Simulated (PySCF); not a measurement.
Structure problem from calculated spectra and properties.

Formula: C5H13NSi.

| Property | Result |
| --- | --- |
| 13C NMR | chemical shifts (computed TMS as zero) by class: 141.8 (1 C), 109.3 (1 C), 60.5 (1 C), 35.7 (1 C), 21.3 (1 C) ppm [GIAO KT3/pcSseg-1] |
| Dipole | 0.49 D [CAM-B3LYP/def2-SVPD] |
| Rotational structure | rotational constants A, B, C: 3.779, 1.206, 1.100 GHz [PBE0-D3(BJ)/def2-SVP] |
| Polarisability | 98.0 au [CAM-B3LYP/def2-SVPD] |
| UV, first state | lowest singlet excitation: 5.71 eV (217 nm, f = 0.010) [TDDFT CAM-B3LYP/def2-SVPD] |
| 1H NMR | chemical shifts (computed TMS as zero) by class: 5.01 (1 H), 4.98 (1 H), 4.61 (3 H), 3.25 (2 H), 2.37 (3 H), 1.75 (3 H) ppm [GIAO KT3/pcSseg-1] |
| Triplet | lowest triplet excitation (Tamm–Dancoff): 4.31 eV [TDA CAM-B3LYP/def2-SVPD] |
| UV, strongest line | among the 10 lowest singlet transitions: S7 at 7.15 eV (174 nm, f = 0.340) [TDDFT CAM-B3LYP/def2-SVPD] |

The electronic properties come from PySCF, for the isolated species, density fitting. Levels stand in brackets. Isolated species at its PBE0-D3(BJ)/def2-SVP geometry (one conformer only). NMR classes are plain means over equivalent atoms (diastereotopic ones count apart unless rotation or inversion swaps them), as if these changed places fast.

Problem. Give a SMILES that accounts for the data.

Solution. Numbering: `[CH2:1]=[C:2]([CH3:3])[CH2:4][N:5]([CH3:6])[SiH3:7]`. Its formula, C5H13NSi, gives 1 degree of unsaturation: 0 rings and 1 π bond in the structure found. 5 carbons fall into 5 classes; from least to most shielded: fully substituted alkene carbon [C2] (141.8 ppm), terminal =CH2 carbon [C1] (109.3 ppm), sp3 carbon bound to nitrogen [C4] (60.5 ppm), N-methyl carbon [C6] (35.7 ppm), allylic carbon [C3] (21.3 ppm). Hydrogen classes from least to most shielded: 1 H on a terminal =CH2 carbon, C1 (5.01 ppm), 1 H on a terminal =CH2 carbon, C1 (4.98 ppm), 3 H on an SiH3 silicon, Si7 (4.61 ppm), 2 H on an sp3 carbon bound to nitrogen, C4 (3.25 ppm), 3 H on an N-methyl carbon, C6 (2.37 ppm), 3 H on an allylic carbon, C3 (1.75 ppm, a mean of values up to 0.6 ppm apart in this geometry). The optimised geometry has point group C1 and is an asymmetric top. Structure: `C(C)(=C)CN(C)[SiH3]`. Computed isomers that give other values at the same levels: `[H]/N=C/[SiH2]C(C)(C)C` (lowest singlet excitation: 4.48 eV (277 nm, f = 0.002)); `[H][Si]([H])(C)N1CCCC1` (rotational constant A: 4.600 GHz; this holds for the one conformer computed). The assignments are read from this structure; whether some other isomer fits the data as well wasn't checked.

Shape of the structure used: `[CH2:1]=[C:2]([CH3:3])[CH2:4][N:5]([CH3:6])[SiH3:7]`: C1–C2–C4–N5 125°, C2–C4–N5–C6 -67°.
